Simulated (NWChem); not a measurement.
# BAsH$_{2}$F$_{2}$; SMILES FB(F)[AsH2]

```xyz
6

B     -0.0092    -1.0192     0.0000
As     0.0481     1.0163     0.0000
H     -0.9752     1.1424     1.1164
H     -0.9752     1.1424    -1.1164
F      0.0227    -1.7071    -1.1239
F      0.0227    -1.7071     1.1239
```
Atoms are numbered in this order, from 1.

Program: NWChem. Geometry: optimised at PBE0/def2-SVP. Ions are spin-unrestricted doublets at the neutral geometry; other ion states weren't tried.

Problem. What does the run give for PBE/def2-SVP? Quantities: vertical ionisation energy, ΔSCF (eV); −ε(HOMO) (eV).

Solution. 
```json
{
  "vertical ionisation energy, ΔSCF (eV)": "10.13",
  "−ε(HOMO) (eV)": "6.66"
}
```
